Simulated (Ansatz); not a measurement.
A run for Ansatz (a quantum-chemistry and plane-wave program): R-r2SCAN/def2-TZVPP on H2 (SMILES [H][H]).

Ansatz 0.2 input:
```yaml
crystal:
  periodic: [false, false, false]
  atoms:
    - {symbol: H, position_ang: [0.00000000, 0.00000000, 0.37198582]}
    - {symbol: H, position_ang: [-0.00000000, -0.00000000, -0.37198582]}
basis:
  gaussian:
    orbitals: def2-TZVPP
hamiltonian:
  xc: {name: r2SCAN}
scf: {lower_state_search: off}
```

The log:

```
WARN ansatz: RAYON_NUM_THREADS=4 ignored (pool sized by the plan → 4); use --threads N
Functional definition: r2SCAN
these checks for a lower state are left out or cut short: stability, starts, cluster_reference, orbital_swaps, neighbouring_geometries, increment
integrals: 0.00 GiB planned
118 factors; their error is unknown
mean field: 0.05 GiB planned
mean field evaluation 1: about -31.6774 eV, gradient 7.7e0 eV
mean field evaluation 2: about -31.8645 eV, gradient 1.8e0 eV
mean field evaluation 4: about -31.8736 eV, gradient 4.1e-2 eV
mean field evaluation 8: about -31.8723 eV, gradient 3.3e-5 eV
mean field -31.87227922 eV, -1.1712846577 hartree, gradient 3.4e-7 eV, S^2 0.000000; 0 other end points of the search recorded, 0 dependent functions left out
reference -31.87228584 eV, -1.1712849008 hartree; 1, 1 occupied and 27, 27 virtual orbitals, 118 factors
Total energy: -31.87228584 eV, -1.1712849008 hartree
Checks for a lower state left out: stability, starts, cluster_reference, orbital_swaps, neighbouring_geometries, increment
```

The run converged.

Cost: about 0.3 core-seconds (a rough figure).
